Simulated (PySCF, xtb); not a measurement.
2-methylbut-1-ene (C5H10), SMILES C=C(C)CC.

xtb 6.7.1 with GFN2-xTB at its own geometry gives an orbital gap of 5.29 eV and a dipole moment of 0.64 D.

Geometry optimised at PBE0-D3(BJ)/def2-SVP. One conformer was computed; it need not be the lowest.

Question: What does PySCF with M06-2X/def2-TZVP give? (Estimate from the structure and the level; the computed values follow.)

Answer: gap 9.55 eV (levels -8.22 and 1.33 eV), dipole 0.53 D.
